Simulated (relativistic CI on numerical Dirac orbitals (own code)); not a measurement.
## Co4+ in a cubic cluster: L2,3 absorption with charge transfer

Computed with a charge-transfer multiplet model of a cubic metal-ligand cluster with up to 3 ligand holes, Slater and spin-orbit integrals from Dirac-Coulomb-Breit ions, Slater integrals scaled by 0.9. The ground state mixes d5 with configurations of k ligand holes L, whose averages lie at kΔ + k(k − 1)U_dd/2; a core hole lowers each added d electron by U_cd. 20 K, Lorentzian 0.4 eV and Gaussian 0.3 eV FWHM.

Atomic integrals in eV (Slater integrals scaled, ζ unscaled), ground: F2dd 12.224, F4dd 7.677, zeta_d 0.080; with the core hole: F2dd 12.888, F4dd 8.096, zeta_d 0.102, zeta_core 9.658, F2cd 7.721, G1cd 5.944, G3cd 3.382.

Cluster parameters (eV): Δ = 0, U_dd = 6.8, 10Dq = 1.25, 10Dq(ligand) = 1.3, V(eg) = 2.85, V(t2g) = -1.27, final-state hopping factor = 0.9.

Weights, n_d and S are thermal averages at 20 K. Photon energies count from the first peak over 30 % of the highest in each spectrum, which can be another peak from case to case. The parameters are a model scan and need not match a compound or its usual spin state. Peaks in eV (height, largest 100): 0.0 (44), 0.7 (18), 2.2 (100), 6.8 (13), 8.7 (15), 15.7 (17), 17.9 (22), 19.2 (12).

(1) Which parameters give this spectrum?
A. U_cd = 9.6 eV
B. U_cd = 7.8 eV
C. U_cd = 7.2 eV

## Answers

(1) A. U_cd = 9.6 eV; the ground state then has 5.52 d electrons and S = 2.49. The choice follows from running the model for each set and comparing peak positions and heights.
